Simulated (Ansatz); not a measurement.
`C[Si]1(C)CC1` → 4 C• + 10 H• + Si•  (atomization)

Program: Ansatz. Geometries: PBE0-D4/def2-TZVP. ΔE: electronic, gas phase. CCSD(T)/CBS adds triple-zeta CCSD(T) − MP2 to the extrapolated MP2 energy (def2 sets, frozen cores). This one scheme is used for every species, atoms too. DFT in def2-TZVPP. HSE06 is defined as in plane-wave codes. Open shells (•) are unrestricted, without spin–orbit coupling. Spin–orbit coupling would lower the free atoms: a little for C, Si.

Question: What is ΔE at CCSD(T)/CBS? (An estimate is asked.)

Answer: Ansatz gave: +1374.5 kcal/mol.

Question: What do these levels give: r2SCAN-D4, HSE06-D4, revPBE, r2SCAN0, HF/def2-TZVPP, MP2/CBS(def2)? (Estimate.)

Answer: The calculation gave: r2SCAN-D4 1380.8, HSE06-D4 1384.3, revPBE 1346.8, r2SCAN0 1367.9, HF/def2-TZVPP 1040.8, MP2/CBS(def2) 1386.0 kcal/mol.

Largest T1 diagnostic among the species: 0.012.

From r2SCAN to r2SCAN0 (25 % exact exchange), in def2-TZVPP and without D4, ΔE moves by −11.1 kcal/mol: exact exchange takes away binding that semilocal exchange gives to molecules. At CCSD(T), def2-SVP lies −64.3 kcal/mol from the extrapolated value and def2-TZVPP −29.8 kcal/mol: correlation converges slowly with the basis, and small sets miss more of it in the bonded molecule than in its fragments.

For atomizations the MP2-based limit and the directly extrapolated one differ by several kJ/mol either way, and by 10 to 25 for some Ge, Se and Sn compounds, so smaller differences from it don't rank the levels.
